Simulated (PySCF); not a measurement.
A structure optimised at PBE-D3(BJ)/def2-TZVP, used in a PySCF frequency run:

```xyz
4

O      1.4442     0.0000     0.0000
S      0.0000     0.0000     0.0000
O     -0.7221    -1.2507     0.0000
O     -0.7221     1.2507     0.0000
```
Charge 0, spin multiplicity 1.

### Question
Write its SMILES, formula and point group.

### Answer
O=S(=O)=O, O3S, D3h

### Question
What are its rotational constants (standard atomic weights)?

### Answer
10.097, 10.097, 5.0483 GHz
